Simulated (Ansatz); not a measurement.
Geometry optimisation, Ansatz, RKS PBE/def2-SVP.

input.yaml

```yaml
crystal:
  periodic: [false, false, false]
  atoms:
    - { symbol: W, position_ang: [-0.019673, -0.153742, -0.002097] }
    - { symbol: Cl, position_ang: [-0.221035, -0.03499, 2.364899] }
    - { symbol: F, position_ang: [1.880422, -0.388567, 0.17328] }
    - { symbol: Cl, position_ang: [0.622484, 2.072017, -0.066614] }
    - { symbol: Cl, position_ang: [-2.253822, -0.713385, -0.277114] }
    - { symbol: O, position_ang: [0.182976, -2.042576, 0.089766] }
    - { symbol: H, position_ang: [1.100826, -2.373903, 0.208762] }
    - { symbol: Cl, position_ang: [0.164107, -0.126975, -2.321265] }
    - { symbol: O, position_ang: [-2.103849, 1.994432, 0.970573] }
    - { symbol: H, position_ang: [-2.959442, 1.531319, 1.068259] }
    - { symbol: H, position_ang: [-1.744695, 1.980871, 1.894252] }
basis:
  gaussian: { orbitals: def2-SVP }
hamiltonian:
  xc: pbe
relax:
  f_tol: 0.03
  max_steps: 50
```

Run as:

```bash
$ ansatz run input.yaml --threads 4 --pin off --max-ram 5120MiB --backend cpu --events-out ev --progress --plain --runs-dir out
```

**Question.** Where does it end, and by what steps?

**Answer.** The forces met the threshold. After 11 steps the energy has fallen by 0.275 eV; O9 moved furthest, 0.78 Å.

```csv
step,energy less start (eV),largest force component (eV/Å),accepted
0,0.0000,0.612,yes
1,-0.0301,1.081,yes
2,-0.0858,1.147,yes
3,-0.1497,0.948,yes
4,-0.2161,0.608,yes
5,-0.2424,0.851,yes
6,-0.2664,0.283,yes
7,-0.2697,0.336,yes
8,-0.2722,0.222,yes
9,-0.2716,0.209,no
10,-0.2743,0.050,yes
11,-0.2746,0.023,yes
```

```xyz
11
Properties=species:S:1:pos:R:3
W 0.160 -0.303 -0.117
Cl -0.175 -0.049 2.193
F 2.035 -0.311 0.186
Cl 0.313 1.988 -0.312
Cl -2.123 -0.450 -0.429
O 0.331 -2.172 0.084
H 1.140 -2.712 0.195
Cl 0.503 -0.471 -2.413
O -2.485 2.469 1.459
H -3.073 1.768 1.117
H -1.976 1.988 2.139
```

Whether the end is a true minimum wasn't checked by a vibrational analysis.

Time of the run: 38 s on 4 threads of Arm Neoverse V2, on a shared host, peak memory 0.28 GiB.
